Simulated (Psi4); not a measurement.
H₃Cl₂GaN (SMILES [NH3]->[Ga+]([Cl])[Cl]), charge +1, singlet (typed; the unrestricted solution is spin-contaminated), at a GFN2-xTB geometry (such geometries of metal compounds can be far from the true shape), with bond 3-1 at 1.8 times its length; HF/3-21G (Psi4).

Psi4 was given this input:
```
memory 2 GB

molecule {
1 1
  Ga    0.00064622    0.02878830    0.00937560
  Cl    1.41128155    0.96939965   -1.16019226
  Cl   -2.59756931    0.46931485    2.61687572
  N     0.04941118   -2.09223287   -0.50665912
  H    -0.47621186   -2.27939540   -1.36850992
  H    -0.36177471   -2.67601614    0.22996377
  H     1.00800585   -2.42111962   -0.66799016
}

set basis 3-21g
set reference uhf
set stability_analysis follow
set scf_type pk

energy('scf')
print_variables()
```

Output, abridged:

```
   => Loading Basis Set <=

    Name: 3-21G
    Role: ORBITAL
    Keyword: BASIS

         ---------------------------------------------------------
                                   SCF
               by Justin Turney, Rob Parrish, Andy Simmonett
                          and Daniel G. A. Smith
                              UHF Reference
         ---------------------------------------------------------

  ==> Geometry <==

    Molecular point group: c1
    Full point group: C1

    Geometry (in Angstrom), charge = 1, multiplicity = 1:

       Center              X                  Y                   Z               Mass
    ------------   -----------------  -----------------  -----------------  -----------------
         GA           0.260928261920    -0.071041825067    -0.264338925275    68.925573500000
         CL           1.671563591920     0.869569524933    -1.433906785275    34.968852682000
         CL          -2.337287268080     0.369484724933     2.343161194725    34.968852682000
         N            0.309693221920    -2.192062995067    -0.780373645275    14.003074004430
         H           -0.215929818080    -2.379225525067    -1.642224445275     1.007825032230
         H           -0.101492668080    -2.775846265067    -0.043750755275     1.007825032230
         H            1.268287891920    -2.520949745067    -0.941704685275     1.007825032230

  Running in c1 symmetry.

  Rotational constants: A =      0.13723  B =      0.02934  C =      0.02427 [cm^-1]
  Rotational constants: A =   4114.15611  B =    879.59926  C =    727.51718 [MHz]
  Nuclear repulsion =  364.504756236490437

  Charge       = 1
  Multiplicity = 1
  Electrons    = 74
  Nalpha       = 37
  Nbeta        = 37

  ==> Algorithm <==

  SCF Algorithm Type is PK.
  DIIS enabled.
  MOM disabled.
  Fractional occupation disabled.
  Guess Type is SAD.
  Energy threshold   = 1.00e-06
  Density threshold  = 1.00e-06
  Integral threshold = 1.00e-12

  ==> Primary Basis <==

  Basis Set: 3-21G
    Blend: 3-21G
    Number of shells: 35
    Number of basis functions: 64
    Number of Cartesian functions: 64
    Spherical Harmonics?: false
    Max angular momentum: 2

  ==> Integral Setup <==

  Using in-core PK algorithm.
   Calculation information:
      Number of atoms:                   7
      Number of AO shells:              35
      Number of primitives:             72
      Number of atomic orbitals:        64
      Number of basis functions:        64

[...]
    Wavefunction unstable!
    Rotating orbitals by 0.5 * pi / 2 radians along unstable eigenvector.
[...]
    Wavefunction stable under totally symmetric rotations.
    Lowest totally symmetric eigenvalue: 0.000238
    Lowest UHF->UHF stability eigenvalues:
       A 0.000238

    Stability analysis over.

  ==> Post-Iterations <==

   @Spin Contamination Metric:   9.850267498E-01
   @S^2 Expected:                0.000000000E+00
   @S^2 Observed:                9.850267498E-01
   @S   Expected:                0.000000000E+00
   @S   Observed:                0.000000000E+00

    Orbital Energies [Eh]
    ---------------------

    Alpha Occupied:

[...]
      37A     -0.634842

    Alpha Virtual:

[...]
    Beta Occupied:

[...]
      37A     -0.547171

    Beta Virtual:

[...]
    Final Occupation by Irrep:
              A
    DOCC [    37 ]
    SOCC [     0 ]
    NA   [    37 ]
    NB   [    37 ]

  @UHF Final Energy: -2884.16007574765581

   => Energetics <=

    Nuclear Repulsion Energy =            364.5047562364904365
    One-Electron Energy =               -4727.8369019324527471
    Two-Electron Energy =                1479.1720699483062162
    Total Energy =                      -2884.1600757476558101

  UHF NO Occupations:
  HONO-2 :   35  A 1.9996432
  HONO-1 :   36  A 1.9983754
  HONO-0 :   37  A 1.1419948
  LUNO+0 :   38  A 0.8580052
  LUNO+1 :   39  A 0.0016246
  LUNO+2 :   40  A 0.0003568
  LUNO+3 :   41  A 0.0003555

Computation Completed

Properties will be evaluated at   0.000000,   0.000000,   0.000000 [a0]

Properties computed using the SCF density matrix

 Multipole Moments:

 ------------------------------------------------------------------------------------
     Multipole            Electronic (a.u.)      Nuclear  (a.u.)        Total (a.u.)
 ------------------------------------------------------------------------------------

 L = 1.  Multiply by 2.5417464519 to convert [e a0] to [Debye]
 Dipole X            :          0.0514303           -0.2075078           -0.1560776
 Dipole Y            :          4.8272814           -7.8590626           -3.0317812
 Dipole Z            :          1.0503760           -1.5637051           -0.5133292
 Magnitude           :                                                    3.0788902

 ------------------------------------------------------------------------------------

  Variable Map:
  ----------------------------------------------------------------------------
[...]
  Array Variable Map:
  ----------------------------------------------------------------------------
[...]
[...]
```
